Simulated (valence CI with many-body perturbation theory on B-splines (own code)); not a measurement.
Pr54+: calculated level list

Level of theory: configuration interaction combined with many-body perturbation theory (CI+MBPT): three valence electrons over a frozen Dirac-Fock core [He], a basis of 11 s, 11 p, 9 d, 7 f, 5 g, 2 h, 1 i functions for each j, with the one-electron correlation potential Σ1, the two-electron term Σ2, the three-electron term Σ3, Breit, model QED; selected CI, second order for the rest (own B-spline code, finite nucleus).

No measured spectrum was set against this ion. As an estimate, large intervals hold to a few tenths of a per cent, small ones and those within an open d or f shell to about a per cent.

Levels 91 to 102 of 102, with energies above the lowest level, (2s^2 2p1/2) J=1/2. "Leading %" is the weight of the configuration and term that name the level; weights of strongly mixed levels are sums over their largest components and can fall short. In the jj column 3d3/2^4 stands for four electrons in 3d with j = 3/2. Lifetimes count E1, E2, E3, M1 and M2 decay at the calculated energies, and are blank where another channel may lead or the interval is too uncertain; long ones can be off by a factor of two.

| No. | Configuration | Term | J | E (eV) | Leading % | Leading jj | Lifetime |
| --- | --- | --- | --- | --- | --- | --- | --- |
| 91 | 2p2 3p | 2P° | 1/2 | 7445.5 | 86 | 2p1/2 2p3/2 3p3/2 (99 %) | 5.54 fs |
| 92 | 2p2 3d | 2G | 7/2 | 7451.8 | 50 | 2p1/2 2p3/2 3d3/2 (97 %) | 180 fs |
| 93 | 2p2 3d | 2D | 5/2 | 7464.9 | 34 | 2p1/2 2p3/2 3d3/2 (92 %) | 1.44 fs |
| 94 | 2p2 3d | 2D | 3/2 | 7470.0 | 47 | 2p1/2 2p3/2 3d3/2 (95 %) | 1.43 fs |
| 95 | 2p2 3d | 4D | 7/2 | 7477.9 | 47 | 2p1/2 2p3/2 3d5/2 (99 %) | 44.6 fs |
| 96 | 2p2 3d | 4P | 1/2 | 7478.0 | 35 | 2p1/2 2p3/2 3d3/2 (99 %) | 1.22 fs |
| 97 | 2p2 3d | 2P | 3/2 | 7493.9 | 37 | 2p1/2 2p3/2 3d5/2 (95 %) | 1.87 fs |
| 98 | 2p2 3d | 2G | 9/2 | 7494.3 | 63 | 2p1/2 2p3/2 3d5/2 (100 %) | 329 fs |
| 99 | 2p2 3d | 2F | 5/2 | 7495.3 | 42 | 2p1/2 2p3/2 3d5/2 (94 %) | 1.61 fs |
| 100 | 2p2 3d | 2D | 5/2 | 7510.8 | 60 | 2p1/2 2p3/2 3d5/2 (97 %) | 1.10 fs |
| 101 | 2p2 3d | 2F | 7/2 | 7516.5 | 67 | 2p1/2 2p3/2 3d5/2 (97 %) | 1.06 fs |
| 102 | 2p2 3d | 2D | 3/2 | 7521.0 | 58 | 2p1/2 2p3/2 3d5/2 (99 %) | 1.57 fs |
